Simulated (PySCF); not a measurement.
Isomers of C8H8, mass 104.063 u with the commonest isotopes. The calculation used PBE0-D3(BJ)/def2-SVP geometry optimisation, gas phase in PySCF 2.14.0. One conformer each, none proved a minimum here; rigid rotors.

Question: Order these by rotational constant B, smallest first.
A. `C1=CC2C=CC1C=C2` (bicyclo[2.2.2]octa-2,5,7-triene)
B. `[CH:1]#[C:2][C:3]#[C:4][CH2:5][CH2:6][CH:7]=[CH2:8]` with C4–C5–C6–C7 179°, C5–C6–C7–C8 119°
C. `C1=CC=C2CCC2=C1` (benzocyclobutene)

Answer: B (599.5 MHz), C (2091 MHz), A (2820 MHz).

Question: Order these by out-of-plane moment Σ m c² = (Ia + Ib − Ic)/2, smallest first.
A. `C1=CC=C2CCC2=C1` (benzocyclobutene)
B. `[CH:1]#[C:2][C:3]#[C:4][CH2:5][CH2:6][CH:7]=[CH2:8]` with C4–C5–C6–C7 179°, C5–C6–C7–C8 119°
C. `C1=CC2C=CC1C=C2` (bicyclo[2.2.2]octa-2,5,7-triene)

Answer: A (3.22 u·Å²), B (10.83 u·Å²), C (87.48 u·Å²).

Question: Order these by rotational constant C, largest first.
A. bicyclo[2.2.2]octa-2,5,7-triene, `C1=CC2C=CC1C=C2`
B. benzocyclobutene, `c1cccc2CCc21`
C. `[CH:1]#[C:2][C:3]#[C:4][CH2:5][CH2:6][CH:7]=[CH2:8]` with C4–C5–C6–C7 179°, C5–C6–C7–C8 119°

Answer: A (2819 MHz), B (1449 MHz), C (587.3 MHz).

```json
{"SMILES": "C#CC#CCCC=C", "point group": "C1", "Ia (u·Å²)": "39.16", "Ib (u·Å²)": "843.06", "Ic (u·Å²)": "860.56", "κ": "-1.00", "μa (D)": "1.08", "μb (D)": "0.19", "μc (D)": "0.08"}
{"SMILES": "C1=CC2C=CC1C=C2", "point group": "D3h", "Ia (u·Å²)": "174.98", "Ib (u·Å²)": "179.23", "Ic (u·Å²)": "179.25", "κ": "-0.99", "μa (D)": "0.00", "μb (D)": "0.00", "μc (D)": "0.00"}
{"SMILES": "c1ccc2c(c1)CC2", "point group": "C2v", "Ia (u·Å²)": "113.38", "Ib (u·Å²)": "241.72", "Ic (u·Å²)": "348.66", "κ": "-0.57", "μa (D)": "0.48", "μb (D)": "0.00", "μc (D)": "0.00"}
```
